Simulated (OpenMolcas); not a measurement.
**V3+, Nb3+, Ta3+: d2 down the group**

* Program: OpenMolcas
* Method: CASSCF
* Basis: ANO-RCC-VTZP
* Scalar Hamiltonian: DKH2, point nucleus
* Spin-orbit coupling: RASSI with atomic mean-field integrals over the reference wave functions, term energies averaged over their components

Active space for each ion: 2 electrons in 10 orbitals (d d).

Computed levels in cm-1 above 3F2:

| Level | V3+ | Nb3+ | Ta3+ |
| --- | --- | --- | --- |
| 3F3 | 328 | 1064 | 4513 |
| 3F4 | 752 | 2333 | 8797 |
| 1D2 | 13524 | 10747 | 13518 |
| 3P0 | 16052 | 11859 | 13123 |
| 3P1 | 16164 | 12266 | 15408 |
| 3P2 | 16404 | 13296 | 20357 |
| 1G4 | 20818 | 16245 | 20685 |
| 1S0 | 49552 | 37878 | 42612 |
| weight of 3F in the lowest level (%) | 100 | 99 | 94 |

Mixed levels, with the weight of the term that names them: Ta3+ 1D2 (58 %), Ta3+ 3P2 (62 %).

Measured, with the error of the calculation in %. Measured levels: V3+ from Sugar and Corliss, J. Phys. Chem. Ref. Data 7, 1191 (1978).

```
Level            V3+
  3F3     325 (+0.7)
  3F4     735 (+2.3)
  1D2  10959 (+23.4)
  3P1  13239 (+22.1)
  3P2  13458 (+21.9)
  1G4  18391 (+13.2)
  1S0  42462 (+16.7)
```

The fine-structure level 3F4 changes by a factor of 11.7 from V3+ to Ta3+.

Without spin-orbit coupling 1D lies 13114, 9661, 9484 cm-1 above 3F in that order; the difference to the level 1D2, of either sign, comes from spin-orbit coupling, which also lowers the zero.

Without dynamic correlation excited terms often stand tens of per cent too high (terms of higher spin than the ground term too low), and those without a measured partner can miss by more than the paired ones. Active for correlation alone: 4d; no level in the range computed is led by a configuration that fills it, so any true level of that kind is missing (holds for V3+). Active for correlation alone: 5d; no level in the range computed is led by a configuration that fills it, so any true level of that kind is missing (holds for Nb3+). Active for correlation alone: 6d; no level in the range computed is led by a configuration that fills it, so any true level of that kind is missing (holds for Ta3+). Measured partners are found by configuration, term and J. A level has none where our copy of the source lacks it or the pairing is in doubt (some pairs that miss far off the trend of their configuration count as doubtful), and it then counts in no deviation. Levels of configurations outside the active space are missing.
